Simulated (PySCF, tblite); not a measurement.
C6H12P2S.
Atom-mapped SMILES: `[PH2:1][CH2:2][CH2:3][P@:4]1(=[S:5])[CH:6]=[CH:7][CH2:8][CH2:9]1` (hydrogens: H10, H11 on P1; H12, H13 on C2; H14, H15 on C3; H16 on C6; H17 on C7; H18, H19 on C8; H20, H21 on C9)

The geometry is computed with GFN2-xTB (gas phase).

**Question.** List the bond lengths, angles and torsions at this level.

**Answer.** 
| bond | length (Å) |
| --- | --- |
| P1–C2 | 1.867 |
| C2–C3 | 1.522 |
| C3–P4 | 1.852 |
| P4=S5 | 1.937 |
| P4–C6 | 1.814 |
| C6=C7 | 1.326 |
| C7–C8 | 1.499 |
| C8–C9 | 1.531 |
| P4–C9 | 1.853 |
| P1–H10, P1–H11 | 1.393 |
| C2–H12 | 1.095 |
| C2–H13 | 1.094 |
| C3–H14 | 1.095 |
| C3–H15 | 1.093 |
| C6–H16 | 1.077 |
| C7–H17 | 1.080 |
| C8–H18 | 1.092 |
| C8–H19 | 1.094 |
| C9–H20 | 1.094 |
| C9–H21 | 1.091 |

Bonds in one row agree within 0.01 Å and their mean is given. A selection of angles:
| angle | degrees |
| --- | --- |
| P1–C2–C3 | 110.8 |
| C2–C3–P4 | 108.9 |
| C3–P4–S5 | 114.2 |
| C3–P4–C6 | 105.5 |
| C3–P4–C9 | 105.8 |
| S5–P4–C6 | 118.2 |
| S5–P4–C9 | 118.2 |
| C6–P4–C9 | 92.0 |
| P4–C6–C7 | 111.6 |
| C6–C7–C8 | 117.8 |
| C7–C8–C9 | 108.3 |
| P4–C9–C8 | 106.4 |

Torsions: P1–C2–C3–P4 -175° (antiperiplanar); C2–C3–P4–S5 57° (synclinal); C3–P4–C6–C7 -99° (anticlinal); P4–C6–C7–C8 3° (synperiplanar); C6–C7–C8–C9 -16° (synperiplanar); C7–C8–C9–P4 20° (synperiplanar); C3–P4–C9–C8 90°.

The 5-membered ring P4–C6–C7–C8–C9 has internal angles of 92.0° to 117.8°; it is puckered, 0.09 Å rms from its mean plane, widest ring torsion 20°. P4 (phosphorus bonded to 3 C and S) has angles from 92.0° to 118.2°. Of the pairs four or more bonds apart, S5···H13 is among the closest relative to their van der Waals radii: 2.93 Å, 98 % of the sum of Bondi's values. The C–C distances run from 1.326 Å (C6=C7, drawn double) to 1.531 Å (C8–C9, drawn single), a spread of 0.205 Å. The 4 C–P bonds span 1.814 Å (P4–C6, drawn single) to 1.867 Å (P1–C2, drawn single), a spread of 0.053 Å. P1 (phosphine phosphorus) is pyramidal (angles 95.2°, 95.0° and 92.2°, sum 282.4°, 0.81 Å off the plane of its three neighbours).

Point group: C1 (no symmetry element, even within 0.4 Å). Its GFN2-xTB frequencies are all real (lowest 41 cm⁻¹). The numbers are those of one conformer (H–P1–C2–C3 75° and 168°, P1–C2–C3–P4 -175°, C2–C3–P4–S5 57°, C3–P4–C6–C7 -99°, C6–C7–C8–C9 -16°, C7–C8–C9–P4 20°, C3–P4–C9–C8 90°). 2 starts were optimised and ended at 0.00 and 0.41 kcal/mol (GFN2-xTB); the lowest of these is shown.
